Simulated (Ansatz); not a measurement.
```yaml
crystal:
  periodic: [true, true, true]
  atoms:
    - {symbol: C, position_ang: [0.302625, 0.563479, 1.334190]}
    - {symbol: C, position_ang: [0.125068, 0.111257, 0.196270]}
    - {symbol: C, position_ang: [-1.504817, 0.136004, -0.237790]}
    - {symbol: C, position_ang: [1.123517, -0.448690, -0.745732]}
    - {symbol: Br, position_ang: [0.946974, -2.347847, -1.014687]}
    - {symbol: H, position_ang: [-0.224894, 1.142242, 2.001378]}
    - {symbol: H, position_ang: [1.307126, 0.718347, 1.732479]}
    - {symbol: H, position_ang: [-1.479704, 0.506486, -1.284150]}
    - {symbol: H, position_ang: [-1.981126, 0.638580, 0.403527]}
    - {symbol: H, position_ang: [-1.676989, -0.823874, -0.571256]}
    - {symbol: H, position_ang: [1.113918, -0.087738, -1.739643]}
    - {symbol: H, position_ang: [2.122432, -0.297999, -0.280920]}
basis:
  gaussian: {orbitals: STO-3G, fitting: {mean_field: cc-pVTZ-jkfit}}
hamiltonian: {xc: {name: HF}}
correlation: {method: ccsdt}
accuracy: high
```

```sh
$ ansatz run in.yaml --threads 4 --pin off --events-out ev --progress --plain --max-ram 10444MiB
```

Shortened log:

```
Error: YAML parse error: error: line 2 column 3: crystal: missing field `lattice` (a structure is typed as `lattice` and `atoms`, a molecule's as `atoms` in Å alone, or read from a run's directory, `checkpoint`)
 --> <input>:2:3
1 | crystal:
2 |   periodic: [true, true, true]
3 |   atoms:
4 |     - {symbol: C, position_ang: [0.302625, 0.563479, 1.334190]}
```

**Question.** Something in this input is off. What?

**Answer.** The molecule is marked periodic without a cell. The input was rejected before any iteration.
